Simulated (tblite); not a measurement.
Species: C4H12Si2.
Numbering: `[CH3:1][CH2:2]/[CH:3]=[CH:4]/[SiH2:5][SiH3:6]` (hydrogens: H7, H8, H9 on C1; H10, H11 on C2; H12 on C3; H13 on C4; H14, H15 on Si5; H16, H17, H18 on Si6)

The geometry is computed with GFN2-xTB (gas phase).

Q: List the bond lengths, angles and torsions at this level.

A: 
```
                     bond  length (Å)
                    C1–C2       1.529
                    C2–C3       1.496
                    C3=C4       1.326
                   C4–Si5       1.879
                  Si5–Si6       2.312
      C1–H7, C1–H8, C1–H9       1.088
           C2–H10, C2–H11       1.093
                   C3–H12       1.083
                   C4–H13       1.085
         Si5–H14, Si5–H15       1.471
Si6–H16, Si6–H17, Si6–H18       1.466
```

Bonds in one row agree within 0.01 Å and their mean is given. A selection of angles:
```
      angle  degrees
   C2–C1–H7    110.2
   H7–C1–H8    108.4
   H7–C1–H9    108.6
   C1–C2–C3    111.0
  C1–C2–H10    108.9
  C3–C2–H10    109.1
 H10–C2–H11    108.1
   C2–C3–C4    125.4
  C2–C3–H12    114.8
  C4–C3–H12    119.8
  C3–C4–Si5    125.2
  C3–C4–H13    117.7
 Si5–C4–H13    117.1
 C4–Si5–Si6    110.9
 C4–Si5–H14    107.7
Si6–Si5–H14    112.7
Si6–Si5–H15    111.9
H14–Si5–H15    106.2
Si5–Si6–H16    112.1
Si5–Si6–H17    113.2
H16–Si6–H17    106.3
```

Dihedral angles: C1–C2–C3–C4 -119° (anticlinal); C2–C3–C4–Si5 178° (antiperiplanar); C3–C4–Si5–Si6 -112° (anticlinal). The mirror-image conformer, all signs reversed, is as good.

Of the pairs four or more bonds apart, H11···H13 is among the closest relative to their van der Waals radii: 2.38 Å, 99 % of the sum of Bondi's values. Si6 (SiH3 silicon) is distorted tetrahedral (angles from 106.0° to 113.2°). The 3 C–C bonds span 1.326 Å (C3=C4, drawn double) to 1.529 Å (C1–C2, drawn single), a spread of 0.203 Å. Si5 (SiH2 silicon) is tetrahedral (angles from 106.2° to 112.7°).

Point group: C1 (no symmetry element, even within 0.4 Å). Its lowest GFN2-xTB frequency is 9i cm⁻¹, too small to tell a flat minimum from a shallow saddle. One conformer, not necessarily the lowest. 3 starts were optimised and ended at 0.00, 0.07 and 0.29 kcal/mol (GFN2-xTB); the lowest of these is shown.
